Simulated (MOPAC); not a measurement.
MOPAC input (PM6):

```
PM6 PRECISE GNORM=0.05 LET XYZ UHF MS=0.5 GEO-OK AUX(PRECISION=9) THREADS=1
H2BFN

B    -0.33798700 1    0.09072800 1   -0.26029400 1
F     0.16984500 1    1.06678600 1    0.49152500 1
H    -1.29656300 1    0.31832100 1   -0.94509000 1
N     0.12028500 1   -1.22942000 1   -0.18464500 1
H     0.61589600 1   -1.76709500 1   -0.88464500 1
```

From the output:

```
                                                       MOPAC v23.2.5 Linux

          FINAL HEAT OF FORMATION =        -51.93279 KCAL/MOL =    -217.28681 KJ/MOL

          COSMO AREA              =         76.67 SQUARE ANGSTROMS
          COSMO VOLUME            =         57.71 CUBIC ANGSTROMS

          GRADIENT NORM           =          0.03479          =       0.01556 PER ATOM
          IONIZATION POTENTIAL    =         10.700881 EV
          ALPHA SOMO LUMO (EV)    =        -11.518  0.787
          BETA  SOMO LUMO (EV)    =        -10.701 -0.632
          NO. OF ALPHA ELECTRONS  =          9
          NO. OF BETA  ELECTRONS  =          8
          MOLECULAR WEIGHT        =         45.8309         POINT GROUP:  C1

          MOLECULAR DIMENSIONS (Angstroms)

            Atom       Atom       Distance
            H     5    F     2     3.11314
            H     3    H     5     2.00752
            N     4    F     2     0.46907

          SCF CALCULATIONS        =         18

   ATOM   CHEMICAL          X               Y               Z
  NUMBER   SYMBOL      (ANGSTROMS)     (ANGSTROMS)     (ANGSTROMS)

     1       B         -0.37129978  *   0.10146637  *  -0.28860193  *
     2       F          0.19409934  *   1.04036176  *   0.49463523  *
     3       H         -1.36201132  *   0.35736186  *  -0.89904495  *
     4       N          0.10618052  *  -1.21836195  *  -0.21607775  *
     5       H          0.73771868  *  -1.76780278  *  -0.73430973  *

                             CARTESIAN COORDINATES

   1    B       -0.371299781     0.101466366    -0.288601925
   2    F        0.194099345     1.040361756     0.494635233
   3    H       -1.362011321     0.357361862    -0.899044945
   4    N        0.106180524    -1.218361946    -0.216077750
   5    H        0.737718677    -1.767802776    -0.734309734

           Empirical Formula: H2 N B F  =     5 atoms

      MOLECULAR POINT GROUP   :   C1

          ALPHA EIGENVALUES
 -40.82752 -29.73176 -19.41823 -16.81117 -16.12450 -15.72161 -14.00400 -12.05947
 -11.51773   0.78687   1.67568   3.69757   5.13040   5.97651

           BETA EIGENVALUES
 -40.74032 -27.53668 -19.05856 -16.72038 -15.97254 -15.47758 -12.92385 -10.70088
  -0.63176   0.82557   2.11008   4.14480   5.40619   6.45370

              NET ATOMIC CHARGES AND DIPOLE CONTRIBUTIONS

  ATOM NO.   TYPE          CHARGE      No. of ELECS.   s-Pop       p-Pop
    1          B           0.310669        2.6893     1.01935     1.66998
    2          F          -0.262612        7.2626     1.95240     5.31021
    3          H           0.074451        0.9255     0.92555
    4          N          -0.389823        5.3898     1.63642     3.75340
    5          H           0.267315        0.7327     0.73268
 DIPOLE           X         Y         Z       TOTAL
 POINT-CHG.    -0.538    -1.022    -1.914     2.235
 HYBRID         0.862     0.023    -0.091     0.867
 SUM            0.324    -0.999    -2.006     2.264

          ATOMIC ORBITAL ELECTRON POPULATIONS

     Atom    s        px        py        pz
    1  B   1.01935   0.64669   0.55989   0.46340
    2  F   1.95240   1.86446   1.68664   1.75911
    3  H   0.92555
    4  N   1.63642   1.17883   1.29283   1.28174
    5  H   0.73268

                    (SZ)    =    0.500000
                    (S**2)  =    0.765966

          ATOMIC ORBITAL SPIN POPULATIONS

    Atom   Total    s     px     py     pz
         Atomic
    1  B -0.1353 -0.017 -0.047 -0.031 -0.040
    2  F  0.0352  0.000  0.007  0.017  0.010
    3  H  0.0539  0.054
    4  N  1.0900  0.045  0.503  0.101  0.440
    5  H -0.0439 -0.044

 **********************
 *                    *
 * JOB ENDED NORMALLY *
 *                    *
 **********************

 == MOPAC DONE ==
```

The geometry given is a B3LYP-D3(BJ)/def2-TZVP minimum.
